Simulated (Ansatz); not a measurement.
TaO₄. Charge 0, multiplicity 2. Geometry r2SCAN-D4/def2-SVP.

```xyz
5

Ta    0.0039    0.0022    0.0004
O     0.8126   -0.9296   -1.5037
O     0.8482   -1.7278   -0.2784
O    -1.4073    1.2648    0.4431
O    -0.2574    1.3904    1.3385
```

In the def2 sets Ta takes a core potential; there is no spin–orbit coupling. The structure holds 2 bonds between oxygen atoms, so isomers without such links may lie far lower. At r2SCAN-D4/def2-TZVP the charge 0 doublet is spin-contaminated (final ⟨S²⟩ up to 0.83, 0.75 for a pure state). No other spin state of charge 0 was run. Another isomer (doublet) lies 3.33 eV lower at PBE0-D4/def2-TZVP; other spin states weren't run for this one.

(1) Estimate the α-spin orbital energies around the gap (eV) in Ansatz with HF/def2-TZVP, PBE-D4/def2-SVP, PBE-D4/def2-TZVP, r2SCAN-D4/def2-TZVP, PBE0-D4/def2-TZVP.

Results:

(1) 
```tsv
orbital	HF/def2-TZVP	PBE-D4/def2-SVP	PBE-D4/def2-TZVP	r2SCAN-D4/def2-TZVP	PBE0-D4/def2-TZVP
HOMO−9	-17.69	-11.96	-11.95	-12.31	-13.49
HOMO−8	-17.38	-11.92	-11.95	-12.25	-13.35
HOMO−7	-16.27	-11.18	-11.20	-11.53	-12.97
HOMO−6	-16.07	-10.77	-10.81	-11.17	-12.59
HOMO−5	-15.97	-9.80	-9.90	-10.29	-11.69
HOMO−4	-14.30	-8.59	-8.65	-8.98	-10.30
HOMO−3	-13.20	-7.57	-7.66	-7.97	-9.26
HOMO−2	-13.04	-7.27	-7.30	-7.62	-8.75
HOMO−1	-12.23	-6.71	-6.76	-6.96	-8.10
HOMO	-10.22	-5.63	-5.64	-5.95	-6.84
LUMO	-0.49	-4.67	-4.70	-4.75	-3.98
LUMO+1	-0.08	-4.18	-4.20	-4.26	-3.59
LUMO+2	1.47	-2.37	-2.48	-2.22	-1.48
LUMO+3	1.64	-2.00	-2.11	-1.82	-1.04
LUMO+4	3.12	-1.47	-1.49	-1.17	-0.37
LUMO+5	3.55	-0.50	-0.67	-0.40	0.54
β HOMO	-12.17	-6.77	-6.82	-7.14	-8.37
β LUMO	-0.60	-4.42	-4.42	-3.93	-3.64
```
